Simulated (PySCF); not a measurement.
# [OsO3Cl]−: from a saddle point downhill

PySCF 2.14.0, UKS B3LYP, Os def2-SVP with ECP60, O def2-SVP, Cl def2-SVP; non-relativistic Hamiltonian with scalar-relativistic core potentials where named; density fitting; no spin-orbit coupling. Relaxed within the symmetry of its start, the geometry (C3v) is

```xyz
5

Os    0.1328   -0.1328    0.1328
O     1.0591    1.0571    1.0591
O    -1.0571   -1.0591    1.0591
O     1.0591   -1.0591   -1.0571
Cl   -1.2141    1.2141   -1.2141
```

and its lowest harmonic modes are -139, -139, 208, 274, 274, 358 cm⁻¹ (negative: unstable). It was moved along the lowest mode and relaxed again.

(1) Where does it end, and how much lower?

(2) How do the contacts change?

(3) Is the end a minimum?

Open shells may have lower solutions than the one found.

State: triplet.

Answers

(1) In Cs, 0.091 eV lower, after 9 steps:
```xyz
5

Os    0.1543   -0.1970    0.0544
O     0.9646    1.0719    0.9832
O    -1.1695   -0.9830    0.9255
O     1.2041   -1.2604   -0.8325
Cl   -1.3144    1.3540   -1.0452
```

(2) 
```json
{"contact": "Os1–O2 (O)", "saddle (Å)": "1.770", "end (Å)": "1.769"}
{"contact": "Os1–O3 (O)", "saddle (Å)": "1.770", "end (Å)": "1.769"}
{"contact": "Os1–O4 (O)", "saddle (Å)": "1.770", "end (Å)": "1.738"}
{"contact": "Os1–Cl5 (Cl)", "saddle (Å)": "2.333", "end (Å)": "2.402"}
```


(3) Yes; lowest modes 146, 147, 225, 268, 271, 294 cm⁻¹.
